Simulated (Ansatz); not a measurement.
Reaction (ligand exchange at the Si–C bond): `[SiH3]C(Cl)I` + `COB(N)O` → `COB(N)O[SiH3]` + `ClCI`

Program: Ansatz. Geometries: PBE0-D4/def2-TZVP. ΔE: electronic, gas phase. CBS: MP2 limit from def2 TZ/QZ plus the TZ coupled-cluster correction, frozen cores. Functionals use def2-TZVPP. def2 core potentials past Kr. For I outer-core shells are correlated without core-valence functions, which leaves a few kJ/mol of doubt a bond. One conformer a species, not always the lowest.

```csv
species,PBE0 energy (Eh)
`[SiH3]C(Cl)I`,-1087.62847
`COB(N)O`,-271.71632
`COB(N)O[SiH3]`,-562.32462
`ClCI`,-797.05357
```

(1) Work out ΔE.

Largest T1 diagnostic among the species: 0.011.

## Answers

(1) ΔE = (-562.32462) + (-797.05357) − (-1087.62847) − (-271.71632) = -0.03340 Eh = -87.7 kJ/mol. CCSD(T)/CBS gives -89.9 kJ/mol.

The D4 term adds +4.5 kJ/mol with B3LYP and +1.9 kJ/mol with PBE0; it sums over pairs of atoms, weighted by their polarisabilities, and B3LYP, whose exchange is more repulsive, gets the larger term. From PBE to PBE0 (25 % exact exchange), in def2-TZVPP and without D4, ΔE moves by −5.6 kJ/mol.

B3LYP here is the variant with VWN-RPA as its local correlation; programs differ in this.
